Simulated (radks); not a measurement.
Excited configurations of Ru XXXIV: one electron is placed in a higher orbital outside [Ne]. The ground configuration is [Ne] 3s1. Method: scalar-relativistic Kohn-Sham, PBE, spin-unpolarised, spherical densities, point nucleus; computed with a radial shooting solver on a logarithmic mesh with Libxc functionals. Excitation = E - E(ground); binding = E(ion) - E, where the ion is the core of charge +34; n* = 34/sqrt(2 binding) in atomic units. These energies are relativistic, and a one-electron ion of charge +34 with no core already has n* below n in this formula (scalar-relativistic equation, point nucleus: 3d 2.995, 4s 3.975, 4p 3.985, 4d 3.993, 4f 3.997, 5s 4.973, 5d 4.992, 6s 5.973, 6d 5.992, 6f 5.995, 7f 6.994). The quantum defect is therefore taken as that value minus n*, so that it holds no relativistic shift of the bare ion.

| outer orbital | excitation (eV) | binding (eV) | n* | quantum defect | eigenvalue (eV) | <r> (bohr) |
|---|---|---|---|---|---|---|
| 3d | 211.54 | 1804.4 | 2.952 | 0.043 | -1765.6 | 0.2948 |
| 4s | 921.27 | 1094.7 | 3.790 | 0.184 | -1079.6 | 0.6351 |
| 4p | 960.72 | 1055.2 | 3.861 | 0.125 | -1040.0 | 0.6299 |
| 4d | 1005.0 | 1010.9 | 3.944 | 0.049 | -994.74 | 0.5980 |
| 4f | 1029.6 | 986.38 | 3.993 | 0.004 | -966.65 | 0.5247 |
| 5s | 1329.8 | 686.18 | 4.788 | 0.186 | -677.25 | 1.012 |
| 5d | 1371.1 | 644.83 | 4.939 | 0.054 | -635.39 | 0.9879 |
| 6s | 1545.9 | 470.07 | 5.784 | 0.188 | -464.16 | 1.478 |
| 6d | 1569.1 | 446.85 | 5.933 | 0.059 | -440.66 | 1.465 |
| 6f | 1575.2 | 440.75 | 5.974 | 0.021 | -434.25 | 1.398 |
| 7f | 1692.0 | 323.94 | 6.968 | 0.027 | -319.50 | 1.967 |

The Delta-SCF ionisation energy is 2016.0 eV (NIST Atomic Spectra Database: 2013.0 eV, semi-empirical). Self-interaction in the functional shifts the binding energies and quantum defects, so they are the method's values and not measured ones. Spin polarisation and multiplet splitting are left out, so open shells lie too high by an amount that depends on their filling.

Beside tabulated values, note that spin-unpolarised runs miss the spin-polarisation part of the exchange energy of open shells.
